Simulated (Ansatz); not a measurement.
A displaced shape of singlet CH₃I:

```xyz
5

C     0.0314   -0.0365   -1.8278
I     0.0177    0.0257    0.3662
H     0.0032   -1.0843   -2.1783
H    -0.8766    0.5443   -2.1158
H     0.9017    0.5638   -2.1775
```

It was optimised with HF/def2-SVP (with the core potentials of the set past Kr) in Ansatz (development build ahead of 0.2.0) to forces under 0.001 eV/Å, with restricted orbitals. Each step stands on the lowest determinant of that kind that the program's search found.

Q: What shape does it relax to, and how does the optimisation go?

A:

```yaml
atoms:
  - { symbol: C, position_ang: [0.0129, 0.0025, -1.8197] }
  - { symbol: I, position_ang: [0.0368, 0.0036, 0.3321] }
  - { symbol: H, position_ang: [0.0119, -1.0305, -2.1480] }
  - { symbol: H, position_ang: [-0.8866, 0.5165, -2.1388] }
  - { symbol: H, position_ang: [0.9023, 0.5211, -2.1587] }
```

Bond lengths: C1–I2 2.152 Å, C1–H3 1.084 Å, C1–H4 1.084 Å, C1–H5 1.084 Å. Angles: I2–C1–H3 107.7°, I2–C1–H4 107.7°, I2–C1–H5 107.7°, H3–C1–H4 111.2°, H3–C1–H5 111.2°, H4–C1–H5 111.2°.

```csv
step,E − E(start) (eV),largest force (eV/Å)
1,0.0000,1.2056
2,-0.0143,0.6213
3,-0.0779,0.4467
4,-0.0905,0.2592
5,-0.0957,0.0435
6,-0.0957,0.0238
7,-0.0958,0.0105
8,-0.0958,0.0047
9,-0.0958,0.0009
```

The optimisation ended after 9 steps with its threshold met.
